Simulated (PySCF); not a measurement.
Ionisation energy of Tl⁶⁶⁺ by level of theory

Tl⁶⁶⁺ [Ne] 3s2 3p3 (4S) → Tl⁶⁷⁺ [Ne] 3s2 3p2 (3P), as a difference of total energies. Computed with PySCF 2.14 in an even-tempered Gaussian basis (17 s from 20 bohr⁻², ratio 2.5; 12 p from 26 bohr⁻², ratio 2.5; 4 d from 100 bohr⁻², ratio 2.7; 4 f from 150 bohr⁻², ratio 2.7), with the spin-free X2C one-electron Hamiltonian (Gaussian nucleus). Correlated levels: outer shells: 1s2 frozen; virtual orbitals above 40 to 60 times the deepest correlated orbital energy dropped. The calculations carry no spin-orbit coupling.

| method | ionisation energy (eV) |
| --- | --- |
| UHF | 7758.9 |
| LDA | 7757.9 |
| PBE | 7759.3 |
| PBE0 | 7759.6 |
| r2SCAN | 7761.1 |
| BLYP | 7759.9 |
| PW91 | 7760.1 |
| MP2 (outer shells) | 7759.6 |
| SCS-MP2 (outer shells) | 7759.3 |

Spin-orbit coupling is strong in these open shells (close to jj coupling). The scalar numbers leave it out and a first-order estimate fails, so it can dominate the gap to the real levels.

The ground level that NIST lists for one species does not belong to the high-spin term computed here, so part of any gap is the choice of state.

Breit and QED terms and the two-electron picture change are absent.

For comparison: 7570 ± 40 eV (theoretical estimate listed by NIST; NIST Atomic Spectra Database, ionization energies).
